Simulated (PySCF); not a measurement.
**Excitation energy of W²⁺ by level of theory**

W²⁺ [Xe] 4f14 5d4 (5D) → W²⁺ [Xe] 4f14 5d3 6s1 (5F), as a difference of total energies. All numbers are calculated (PySCF 2.14, the spin-free X2C one-electron Hamiltonian (Gaussian nucleus), in x2c-TZVPPall). Correlated levels: valence: [Xe] 4f14 frozen. The calculations carry no spin-orbit coupling.

| method | excitation energy (eV) |
| --- | --- |
| UHF | 1.337 |
| MP2 (valence) | 1.838 |
| SCS-MP2 (valence) | 1.833 |
| CCSD (valence) | 1.876 |
| CCSD(T) (valence) | 1.886 |

Q: How much does correlation contribute at CCSD(T) (valence)?

A: 1.886 − (1.337) = 0.549 eV, measured against UHF.

A first-order spin-orbit estimate (lowest level to lowest level, LS coupling) adds -0.201 eV.

The basis was made for the ground configuration and has no added diffuse functions, so the excitation energy can come out too high.
